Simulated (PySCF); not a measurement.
## Correlation energy of Al²⁺ (aluminium, charge +2)

[Ne] 3d1, 2D determinant (an excited configuration). Calculation: PySCF 2.14, in dyall-acv3z (19s12p6d4f, 113 functions); scalar relativity by spin-free X2C-1e. Frozen: 1s2; 9 electrons correlated; the 15 highest virtual orbitals of each spin left out.

MP2 pair energies summed by pair of shells (mhartree):

```
 pair   energy  share (%)
2p-2p  -194.32       70.6
2s-2p   -66.41       24.1
2s-2s   -10.32        3.8
2p-3d    -3.69        1.3
2s-3d    -0.40        0.1
```

Total MP2 correlation energy: -275.15 mhartree.

Same-spin part -71.23 and opposite-spin part -203.92 mhartree; SCS-MP2 scales them by 1/3 and 6/5 to -268.44 mhartree.
